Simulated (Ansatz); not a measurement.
Reaction (ligand exchange at the Si–N bond): `F[SiH2][NH][AlH2]` + `N[SiH](O)F` → `O[SiH](F)N[SiH2]F` + `[NH2][AlH2]`

Program: Ansatz. Geometries: PBE0-D4/def2-TZVP. ΔE: electronic, gas phase. CBS: MP2 limit from def2 TZ/QZ plus the TZ coupled-cluster correction, frozen cores. This one scheme is used for every species. Functionals use def2-TZVPP. Each species was taken in one conformer, which may not be the lowest.

| level | ΔE (kcal/mol) |
| --- | --- |
| r2SCANh-D4 | 0.7 |
| BHLYP-D4 | 0.7 |

Q: What does CCSD(T)/CBS give? (An estimate is asked.)

A: Ansatz gave: +0.6 kcal/mol. The listed levels differ from it by 0.1, 0.1 kcal/mol.

Largest T1 diagnostic among the species: 0.012.

Leaving LDA and LC-ωPBE aside and taking each functional with its dispersion term where it has one, the values, not all of them listed here, spread over 0.7 kcal/mol, from BLYP-D4 to PBE-QIDH.
